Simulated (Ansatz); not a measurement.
Start from `BC(=N)F` and change one atom or group to get `N=[C](F)[GeH3]`.

Ansatz, PBE0-D4/def2-TZVP geometries, multiplicity 1. Each molecule was computed in one conformer, which needn't be the lowest.

Scalar relativity is left out up to krypton.

| property | `BC(=N)F` |
| --- | --- |
| ideal-gas entropy at 298 K and 1 bar (rigid rotor, harmonic PBE0-D4/def2-TZVP) / J/(mol·K) | 285 |
| LUMO energy (ωB97M-V/def2-TZVPP) / eV | -0.84 |
| HOMO energy (B3LYP/def2-TZVPP) / eV | -8.35 |
| HOMO–LUMO gap (PBE/def2-TZVPP) / eV | 3.19 |
| HOMO energy (PBE0/def2-TZVPP) / eV | -8.57 |
| LUMO energy (PBE0/def2-TZVPP) / eV | -2.89 |

Give the same properties after the change, and the shifts. (Estimate.)

The calculation gave: 
```
                                                                                  property  `N=[C](F)[GeH3]`  shift
ideal-gas entropy at 298 K and 1 bar (rigid rotor, harmonic PBE0-D4/def2-TZVP) / J/(mol·K)               319     34
                                                     LUMO energy (ωB97M-V/def2-TZVPP) / eV              1.60   2.44
                                                       HOMO energy (B3LYP/def2-TZVPP) / eV             -7.96   0.39
                                                       HOMO–LUMO gap (PBE/def2-TZVPP) / eV              5.08   1.89
                                                        HOMO energy (PBE0/def2-TZVPP) / eV             -8.18   0.39
                                                        LUMO energy (PBE0/def2-TZVPP) / eV             -0.61   2.28
```

With PBE0 the HOMO rises by 0.39 eV and the LUMO rises by 2.28 eV, so the gap widens by about 1.89 eV. PBE moves the HOMO by 0.32 eV and ωB97M-V by 0.47 eV. The zero-point energy changes by 7.5 kJ/mol with +3 modes.

B3LYP here is the variant with VWN-RPA as its local correlation; programs differ in this.
